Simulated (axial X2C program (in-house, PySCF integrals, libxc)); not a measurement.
**Working with the constants of BaO⁺**

A bond curve at the PBE0 level, two-component, was computed with an axial X2C code built on PySCF integrals (basis Ba dyall-cv3z [14s14p9d5f1g], O dyall-av3z [7s6p3d2f] (cores contracted in-house)) for the state Ω = 1/2 (⟨Sz⟩ = 0.50, ⟨Lz⟩ = 0.00 at PBE0). Its fit gives Re = 2.0542 Å, ωe = 553.4 cm⁻¹, ωexe = 1.77 cm⁻¹ and αe = 1.206e-03 cm⁻¹; the masses are 137.9052 and 15.9949 u. Two-component means X2C with spin–orbit coupling and atomic mean-field Coulomb and Gaunt terms.

**Question.** Find the reduced mass, Be and the force constant.

**Answer.** From the PBE0 values: μ = 14.3325 u. Be = 16.8576/(μ Re²) = 0.2787 cm⁻¹. k = 5.8918×10⁻⁷ μ ωe² = 2.59 mdyn/Å.

**Question.** Estimate the centrifugal constant by the Kratzer relation.

**Answer.** D = 4Be³/ωe² = 2.83e-07 cm⁻¹.

**Question.** A Morse curve ties αe to the other constants (Pekeris). How well does that hold?

**Answer.** αe(Morse) = 6Be²/ωe × (√(ωexe/Be) − 1) = 1.280e-03 cm⁻¹; the PBE0 curve gives 1.206e-03 cm⁻¹, a ratio of 1.06.

**Question.** Where do the fundamental and the first overtone lie?

**Answer.** ν(1←0) = ωe − 2ωexe = 549.9 cm⁻¹; ν(2←0) = 2ωe − 6ωexe = 1096.2 cm⁻¹.

**Question.** Estimate De from a Morse curve and compare with the computed well depth of 4.202 eV to Ba+ + O.

**Answer.** De(Morse) = ωe²/(4ωexe) = 5.363 eV against 4.202 eV computed, a ratio of 1.28. The extrapolation overshoots: the well softens faster than a Morse curve, or the lowest atomic limit lies below the one to which the curve heads.

Occupations by symmetry block were frozen at the best pattern of an incomplete PBE0 search. Dissociation energies refer to the lowest single-determinant-based atoms at the same level and basis. Density functionals use the spin component along the axis (collinear). The 2c atoms are single determinants rather than J levels; their spin–orbit lowering is only partly caught, and De is too large by that part. This holds for PBE0. Other states lie close and PBE0, whose exact exchange favours high spin, may order them wrongly; the determinant shown need not be the ground state. The nearest other 2c determinant of the search, Ω = 3/2, lies 0.46 eV up at the distance of the search. Without a current term, density functionals place determinants with orbital angular momentum somewhat too high.
